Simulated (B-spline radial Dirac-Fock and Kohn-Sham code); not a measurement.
**Mo²⁺: non-radiative channels of the 4p1/2 vacancy**

System: the Mo²⁺ ion in the configuration [Kr] 4d4, inside a Watson sphere of charge -2 and radius 2 Å (a model of the Madelung potential; inside it an electron's potential energy is raised by 14.4 eV).

Input of the calculation (task.json; shells as n, l, electrons):

```json
{"items": [{
  "Z": 42,
  "q": 2,
  "cfg": [[1, 0, 2], [2, 0, 2], [2, 1, 6], [3, 0, 2], [3, 1, 6], [3, 2, 10], [4, 0, 2], [4, 1, 6], [4, 2, 4]],
  "A": 98,
  "rrms": 4.4091,
  "watson": [-2, 2.0],
  "do": ["binding", "quiet", "decay"],
  "holes": ["K", "L1", "L2", "L3", "M1", "M2", "M3", "M4", "M5", "N1", "N2", "N3"]
}]}
```

Run with: `python xray_run.py task.json out`

Level of theory: independent-particle rates on relativistic LDA orbitals of the hole state (multipoles up to L = 3, Coulomb Auger matrix elements, transition energies from Dirac-Fock); an atomic code on a B-spline grid. Kinetic energies are configuration averages from the vacuum level; the two-hole energies are estimated from single-hole states.

```csv
transition,kinetic energy (eV),width (meV),share (%)
N2-N4N4,17.23,318,16.2
N2-N4N5,17.47,1590,81.0
N2-N5N5,17.72,55.3,2.8
```

Coster-Kronig rates are the weakest part of this model and often come out 1.5 to 2.5 times too large. The listed channels hold 100 % of the non-radiative rate. Summed by principal shells, of 1.96 eV in all: NNN 100.0 %.
